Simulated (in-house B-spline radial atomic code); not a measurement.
Values are calculated unless marked as measured or tabulated.
**C6 from the polarisability at imaginary frequency: neutral neon**

LC-wPBE linear response of the closed shell [He] 2s2 2p6, from an all-electron radial atomic-structure program (B-spline basis); non-relativistic, point nucleus, no spin-orbit coupling.

The dispersion coefficient of two like species is C6 = (3/π) ∫ α(iu)² du from 0 to ∞.

```csv
u (hartree),α(iu) (bohr³)
0,2.917
0.03,2.914
0.07,2.898
0.12,2.863
0.2,2.775
0.3,2.626
0.45,2.366
0.7,1.945
1,1.538
1.5,1.077
2.5,0.6038
5,0.2249
```

Question: Fit one oscillator, α(iu) = α(0)/(1 + u²/ω²), through u = 1.5 and estimate C6.

Answer: From α(0)/α(iu) − 1 = 2.917/1.077 − 1 = 1.7084, ω = u/√1.7084 = 1.1476 hartree (31.2 eV). London's formula gives C6 = (3/4) α(0)² ω = 0.75 × 2.917² × 1.1476 = 7.324 hartree·bohr⁶, and the oscillator holds f = α(0) ω² = 3.84 electrons, of a sum of oscillator strengths of 10.0.

Question: How does that compare with the full integral?

Answer: The program's quadrature over all excitations gives C6 = 7.029, so the single oscillator is off by +4.2 %. At the last point the fit gives α = 0.146 against 0.225: higher excitations, and deeper shells where there are any, keep the true curve higher at large u.
